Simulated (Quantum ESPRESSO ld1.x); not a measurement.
Values are calculated unless marked as measured or tabulated.
Question: Species: the gold ion Au17+. Configuration: [Kr] 4d10 4f14 5s2. Code: ld1.x of Quantum ESPRESSO 7.5. Model: Dirac Kohn-Sham, PBE, spin-unpolarised, spherical densities, point nucleus. Some entries of the table are withheld. Estimate them.

orbital,occ.,eigenvalue (eV),<r^2> (bohr^2),r(max) (bohr)
1s1/2,2,-81042.1,0.0003930,0.010
2s1/2,2,-14598.6,0.005933,0.060
2p1/2,2,-14013.9,0.004200,(1)
2p3/2,4,-12177.0,0.005387,(2)
3s1/2,2,-3726.67,0.03850,0.169
3p1/2,2,-3464.23,0.03511,0.159
3p3/2,4,-3058.34,0.04152,0.173
3d3/2,4,-2623.86,0.03182,0.135
3d5/2,6,-2536.53,0.03356,0.140
4s1/2,2,-1092.98,0.1858,0.382
4p1/2,2,-980.823,(3),(4)
4p3/2,4,-882.747,(5),(6)
4d3/2,4,-699.164,(7),(8)
4d5/2,6,-680.705,(9),(10)
4f5/2,6,-443.758,0.2642,0.370
5s1/2,2,-441.811,0.7905,0.811
4f7/2,8,-439.678,0.2701,0.373

Answer: 
(1) 2p1/2 r(max) (bohr): 0.045
(2) 2p3/2 r(max) (bohr): 0.052
(3) 4p1/2 <r^2> (bohr^2): 0.1892
(4) 4p1/2 r(max) (bohr): 0.379
(5) 4p3/2 <r^2> (bohr^2): 0.2207
(6) 4p3/2 r(max) (bohr): 0.411
(7) 4d3/2 <r^2> (bohr^2): 0.2306
(8) 4d3/2 r(max) (bohr): 0.404
(9) 4d5/2 <r^2> (bohr^2): 0.2413
(10) 4d5/2 r(max) (bohr): 0.414
